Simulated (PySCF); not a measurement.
Species: C6H13NP (charge +1).
SMILES: `CCCC[PH2+]CC#N`

Torsions of this conformer, `[CH3:1][CH2:2][CH2:3][CH2:4][PH2+:5][CH2:6][C:7]#[N:8]`: C1–C2–C3–C4 175°, C2–C3–C4–P5 56°, C3–C4–P5–C6 166°, C4–P5–C6–C7 179°.

The closed-shell ground state was solved at several levels (PySCF, density fitting, gas phase, non-relativistic). The structure is a single PBE0-D3(BJ)/def2-SVP conformer in the gas phase; no vibrational or solvent corrections.

```json
{"level": "PBE0/pcSseg-1", "basis functions": "208", "total energy (Eh)": "-631.7505", "HOMO (eV)": "-13.23", "LUMO (eV)": "-5.12", "gap (eV)": "8.11"}
{"level": "KT2/pcSseg-1", "basis functions": "208", "total energy (Eh)": "-640.1023", "HOMO (eV)": "-11.94", "LUMO (eV)": "-6.19", "gap (eV)": "5.75"}
```

What might B3LYP/def2-SVPD (268 basis functions) give for the same quantities?

Total energy -632.0084 Eh, HOMO -13.01 eV, LUMO -5.30 eV, gap 7.71 eV.

Over all these levels, which gives the widest orbital gap and which the narrowest?

PBE0/pcSseg-1 (global hybrid, 25 % exact exchange) has the widest, 8.11 eV, and KT2/pcSseg-1 (GGA) the narrowest, 5.75 eV. The two share the basis. From the narrowest to the widest the HOMO moves by -1.29 eV and the LUMO by +1.07 eV.
